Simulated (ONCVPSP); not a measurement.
**Transferability test, ONCV potential for iron**

Fe, optimised norm-conserving Vanderbilt (ONCV), made with ONCVPSP 4.0.1 (revPBE, fully relativistic). Core [Ne], reference 3s2 3p6 3d6 (charge +2). Waves: 3s: rc 1.25 bohr, ncon 3, nbas 8, qcut 11 1/bohr, 1 projector; 3p: rc 0.85 bohr, ncon 4, nbas 9, qcut 9.9 1/bohr, 3 projectors, debl 1.5 Ha; 3d: rc 1.60 bohr, ncon 4, nbas 8, qcut 10.1 1/bohr, 2 projectors, debl 3.8 Ha. Local part: polynomial inside 0.70 bohr (lpopt 5, dvloc0 -1 Ha). Core correction: Teter function fitted to the true core (icmod 2), fcfact 0.75.

Open shells are filled in proportion to 2j + 1.

In the p channel the program set the typed energies aside and used -2.864, 0.250, 1.750 Ha (j = l + 1/2; the other j can differ).

Energies are relative to the spin-unpolarised reference configuration 3s2 3p6 3d6; without spin polarisation the order of configurations can differ from experiment.

```json
{"valence configuration": "3s2 3p6 3d6 4s2", "charge": "0", "ΔE all-electron (eV)": "-24.680", "error AE − PS (meV)": "+1069"}
{"valence configuration": "3s2 3p6 3d6 4s1", "charge": "+1", "ΔE all-electron (eV)": "-16.042", "error AE − PS (meV)": "+713"}
{"valence configuration": "3s2 3p6 3d5", "charge": "+3", "ΔE all-electron (eV)": "34.112", "error AE − PS (meV)": "+75"}
```

Task: What are ΔE and the potential's error for 3s1 3p6 3d6 4s2?

Result: ΔE = 77.244 eV all-electron; the error (AE − PS) is +2035 meV.
